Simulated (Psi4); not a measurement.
trisilane (H8Si3), singlet, at a GFN2-xTB geometry; OMP2/STO-3G in Psi4.

Here is a job for Psi4.
```
memory 2 GB

molecule mol {
0 1
Si    1.844347    0.778114   -0.032315
Si    0.164165   -0.812706   -0.092287
Si   -1.998435   -0.015297    0.118937
H     3.199017    0.233124   -0.147584
H     1.701845    1.753556   -1.117068
H     1.816064    1.543718    1.217351
H     0.413797   -1.824509    0.949779
H     0.276432   -1.592490   -1.337797
H    -2.320290    0.952466   -0.933897
H    -2.193734    0.681556    1.393588
H    -3.034216   -1.048978    0.054940
}

set {
  basis sto-3g
  reference rhf
}

energy('omp2')
print_variables()
```

What the program printed (banner, timings and long lists left out):

```
    For method 'OMP2', SCF Algorithm Type (re)set to DISK_DF.

   => Loading Basis Set <=

    Name: STO-3G
    Role: ORBITAL
    Keyword: BASIS

         ---------------------------------------------------------
                                   SCF
               by Justin Turney, Rob Parrish, Andy Simmonett
                          and Daniel G. A. Smith
                              RHF Reference
         ---------------------------------------------------------

  ==> Geometry <==

    Molecular point group: c1
    Full point group: C1

    Geometry (in Angstrom), charge = 0, multiplicity = 1:

       Center              X                  Y                   Z               Mass
    ------------   -----------------  -----------------  -----------------  -----------------
         SI           1.842828037503     0.785634460167    -0.031461061706    27.976926534650
         SI           0.162646037503    -0.805185539833    -0.091433061706    27.976926534650
         SI          -1.999953962497    -0.007776539833     0.119790938294    27.976926534650
         H            3.197498037503     0.240644460167    -0.146730061706     1.007825032230
         H            1.700326037503     1.761076460167    -1.116214061706     1.007825032230
         H            1.814545037503     1.551238460167     1.218204938294     1.007825032230
         H            0.412278037503    -1.816988539833     0.950632938294     1.007825032230
         H            0.274913037503    -1.584969539833    -1.336943061706     1.007825032230
         H           -2.321808962497     0.959986460167    -0.933043061706     1.007825032230
         H           -2.195252962497     0.689076460167     1.394441938294     1.007825032230
         H           -3.035734962497    -1.041457539833     0.055793938294     1.007825032230

  Running in c1 symmetry.

  Rotational constants: A =      0.34211  B =      0.06451  C =      0.05731 [cm^-1]
  Rotational constants: A =  10256.21660  B =   1933.89741  C =   1718.06751 [MHz]
  Nuclear repulsion =  193.835725153353479

  Charge       = 0
  Multiplicity = 1
  Electrons    = 50
  Nalpha       = 25
  Nbeta        = 25

  ==> Algorithm <==

  SCF Algorithm Type is DISK_DF.
  DIIS enabled.
  MOM disabled.
  Fractional occupation disabled.
  Guess Type is SAD.
  Energy threshold   = 1.00e-08
  Density threshold  = 1.00e-08
  Integral threshold = 1.00e-12

  ==> Primary Basis <==

  Basis Set: STO-3G
    Blend: STO-3G
    Number of shells: 23
    Number of basis functions: 35
    Number of Cartesian functions: 35
    Spherical Harmonics?: true
    Max angular momentum: 1

   => Loading Basis Set <=

    Name: (STO-3G AUX)
    Role: JKFIT
    Keyword: DF_BASIS_SCF

  ==> Integral Setup <==

  ==> DiskDFJK: Density-Fitted J/K Matrices <==

    J tasked:                  Yes
    K tasked:                  Yes
    wK tasked:                  No
    Integrals threads:           1
    Algorithm:                Core
    Integral Cache:           SAVE
    Schwarz Cutoff:          1E-12
    Fitting Condition:       1E-10

   => Auxiliary Basis Set <=

  Basis Set: (STO-3G AUX)
    Blend: DEF2-UNIVERSAL-JKFIT
    Number of shells: 162
    Number of basis functions: 528
    Number of Cartesian functions: 625
    Spherical Harmonics?: true
    Max angular momentum: 4

  Minimum eigenvalue in the overlap matrix is 2.8154515756E-01.
  Reciprocal condition number of the overlap matrix is 1.4161922038E-01.
    Using symmetric orthogonalization.

  ==> Pre-Iterations <==

  SCF Guess: Superposition of Atomic Densities via on-the-fly atomic UHF (no occupation information).

   -------------------------
    Irrep   Nso     Nmo
   -------------------------
     A         35      35
   -------------------------
    Total      35      35
   -------------------------

  ==> Iterations <==

                           Total Energy        Delta E     RMS |[F,P]|

   @DF-RHF iter SAD:  -858.00639295264727   -8.58006e+02   0.00000e+00
[...]
  @DF-RHF Final Energy:  -861.48925052430502
    Total Energy =                       -861.4892505243050209
  DIE_IF_NOT_CONVERGED          => (empty)
[...]
	For this energy convergence, default MAX orbital gradient is:     2.00e-06

 ==============================================================================
 ==============================================================================
 ==============================================================================

                      DF-OMP2 (DF-OO-MP2)
              Program Written by Ugur Bozkaya
              Latest Revision September 9, 2017

 ==============================================================================
 ==============================================================================
 ==============================================================================

	MO Hessian type is changed to 'HF'
	MO spaces...

	 FC   OCC   VIR   FV
	----------------------
	  0   25    10    0
	Reading DF integrals from disk ...
	Number of basis functions in the DF-HF basis: 528
	Number of basis functions in the DF-CC basis: 298

	Minimum required memory for amplitudes:      1.43 MB

	Computing DF-MP2 energy using SCF MOs (Canonical DF-MP2)...
	=======================================================================
	Nuclear Repulsion Energy (a.u.)    :   193.83572515335348
	DF-HF Energy (a.u.)                :  -861.48925052430502
	REF Energy (a.u.)                  :  -861.48925052430502
	DF-MP2 Correlation Energy (a.u.)   :    -0.12861751289311
	DF-MP2 Total Energy (a.u.)         :  -861.61786803719815
	=======================================================================

	Number of independent-pairs: 250

 ==============================================================================
 ================ Performing DF-OMP2 iterations... ============================
 ==============================================================================
	            Minimizing DF-MP2-L Functional
	            ------------------------------
 Iter       E_total           DE           RMS MO Grad      MAX MO Grad      RMS T2
 ----    ---------------    ----------     -----------      -----------     ----------
	successfully fired up coupled DIIS...
   1     -861.6182108798     -3.43e-04       6.83e-05         3.38e-04        5.89e-06
   2     -861.6182112398     -3.60e-07       2.69e-06         1.55e-05        3.21e-07
   3     -861.6182112408     -9.93e-10       5.42e-08         3.14e-07        6.18e-09

 ==============================================================================
 ======================== DF-OMP2 ITERATIONS ARE CONVERGED ====================
 ==============================================================================

	Computing MP2 energy using optimized MOs...
	=======================================================================
	Nuclear Repulsion Energy (a.u.)    :   193.83572515335348
	DF-HF Energy (a.u.)                :  -861.48925052430502
	REF Energy (a.u.)                  :  -861.48890196302250
	DF-MP2 Correlation Energy (a.u.)   :    -0.12896071649186
	DF-MP2 Total Energy (a.u.)         :  -861.61821124079688
	=======================================================================

	=======================================================================
	================ DF-OMP2 FINAL RESULTS ================================
	=======================================================================
	Nuclear Repulsion Energy (a.u.)    :   193.83572515335348
	DF-HF Energy (a.u.)                :  -861.48925052430502
	REF Energy (a.u.)                  :  -861.48890196302250
	DF-OMP2 Correlation Energy (a.u.)  :    -0.12896071647424
	Edfomp2 - Eref (a.u.)              :    -0.12930927775676
	DF-OMP2 Total Energy (a.u.)        :  -861.61821124077926
	=======================================================================

  Variable Map:
  ----------------------------------------------------------------------------
[...]
  Array Variable Map:
  ----------------------------------------------------------------------------
[...]
[...]
```
